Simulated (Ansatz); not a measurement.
Program: Ansatz 0.2.0.

A structure relaxed at PBE0-D4/def2-TZVP, charge 0, multiplicity 1:

```tsv
atom	x (Å)	y (Å)	z (Å)
F1	-0.698	-0.556	-2.260
C2	-0.246	-0.205	-1.083
C3	0.886	0.323	-0.622
F4	1.982	0.792	-1.161
C5	0.475	0.234	0.808
F6	0.395	1.431	1.473
C7	-0.877	-0.307	0.263
F8	-1.198	-1.578	0.668
H9	1.004	-0.483	1.441
H10	-1.723	0.351	0.475
```

Question: Give its formula and SMILES.

Answer: C4H2F4, `FC1=C(F)[C@@H](F)[C@@H]1F`.

Question: Point group (tolerance 0.08 Å, 0.16 Å for H)?

Answer: C2.

Question: Summarise the bond lengths by kind.

Answer: 4 × C–F 1.308 to 1.371 Å; 4 × C–C 1.331 to 1.555 Å; 2 × C–H 1.092 Å.
